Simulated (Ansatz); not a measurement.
Li₆H₆⁻. Total charge -1; doublet. Geometry r2SCAN-D4/def2-TZVPD.

```xyz
12

Li    0.3374    0.1849    1.5813
Li   -2.1728    0.6082    1.1938
Li    0.4783   -1.2565   -0.9170
Li    2.2308    0.4131   -0.1124
Li    0.1413    1.4158   -0.8062
Li   -2.0298   -0.8306   -1.3057
H    -1.1531    0.3760    2.5781
H     1.2069    1.6875    0.6599
H    -0.9089   -2.0936   -1.7059
H     1.5317   -1.0312    0.6813
H    -0.9998    0.1880   -0.1648
H     1.3379    0.3384   -1.6823
```

At PBE-D4/def2-TZVPD, revPBE-D4/def2-TZVPD, BLYP-D4/def2-TZVPD, r2SCAN-D4/def2-TZVPD and others the highest occupied level of the charge -1 doublet lies above zero (up to 0.84 eV). The electron is either unbound and held by the finite basis, or the level is raised by self-interaction error. Another isomer (doublet) lies 0.49 eV lower at PBE0-D4/def2-TZVPD; other spin states weren't run for this one.

Estimate the α-spin orbital energies around the gap (eV) in Ansatz with PBE-D4/def2-TZVPD, revPBE-D4/def2-TZVPD, BLYP-D4/def2-TZVPD, r2SCAN-D4/def2-TZVPD, PBE0-D4/def2-TZVPD.


| orbital | PBE-D4/def2-TZVPD | revPBE-D4/def2-TZVPD | BLYP-D4/def2-TZVPD | r2SCAN-D4/def2-TZVPD | PBE0-D4/def2-TZVPD |
| --- | --- | --- | --- | --- | --- |
| HOMO−5 | -3.06 | -3.02 | -2.93 | -3.33 | -4.31 |
| HOMO−4 | -2.32 | -2.28 | -2.20 | -2.55 | -3.50 |
| HOMO−3 | -2.15 | -2.12 | -2.05 | -2.38 | -3.30 |
| HOMO−2 | -1.76 | -1.73 | -1.67 | -1.99 | -2.92 |
| HOMO−1 | -1.67 | -1.63 | -1.58 | -1.89 | -2.80 |
| HOMO | 0.65 | 0.67 | 0.84 | 0.62 | 0.19 |
| LUMO | 1.50 | 1.53 | 1.63 | 1.63 | 1.88 |
| LUMO+1 | 1.64 | 1.65 | 1.75 | 1.94 | 2.02 |
| LUMO+2 | 1.84 | 1.87 | 1.98 | 2.07 | 2.21 |
| LUMO+3 | 2.16 | 2.19 | 2.30 | 2.47 | 2.55 |
| LUMO+4 | 2.31 | 2.27 | 2.40 | 2.65 | 2.63 |
| LUMO+5 | 2.45 | 2.45 | 2.55 | 2.78 | 2.79 |
| β HOMO | -1.65 | -1.62 | -1.57 | -1.88 | -2.78 |
| β LUMO | 1.46 | 1.44 | 1.53 | 1.59 | 1.91 |
